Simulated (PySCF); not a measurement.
Spinor energies of N⁺ (nitrogen, charge +1)

Start: [He] 2s2 2p2; 2p1/2 filled at m_j = -1/2, +1/2. Calculated with PySCF 2.14 in x2c-TZVPall-2c with one added diffuse shell each of s, p, d type (6s4p3d1f, 40 functions): generalised Hartree-Fock with the X2C-1e Hamiltonian and a Gaussian nucleus; one run each with spin-orbit coupling (SO) switched off, then screened by Boettger's factors.

```
spinor shell  electrons  ε, spin-free (eV)  ε, screened SO (eV)  weight of nominal j (screened SO)  rms radius, screened SO (bohr)
       1s1/2          2            -443.30              -443.30                              1.000                           0.265
       2s1/2          2            -39.837              -39.836                              1.000                            1.37
       2p1/2          2            -30.297              -30.300                              0.502                            1.39
```

| quantity | spin-free | screened SO |
| --- | --- | --- |
| E (hartree) | -53.91862 | -53.91888 |
| M_J | 0 | 0 |
| ⟨J²⟩ | 2.007 | 1.996 |
| ⟨L²⟩ | 2.003 | 2.003 |
| ⟨S²⟩ | 2.004 | 2.004 |

The determinant has a definite M_J but mixes levels of different J.

Each row is a mean over spinors that exchange with the open shell spreads, by up to 8.605 eV (2s1/2).

Rows whose weight is well below 1 are mixtures of j = l ± 1/2: exchange outweighs spin-orbit coupling there, and the label is only the starting occupation.

Without spin-orbit coupling the j labels of p, d and f shells carry no meaning; the spin-free column gives the mean over the occupied spinors of each nl shell.
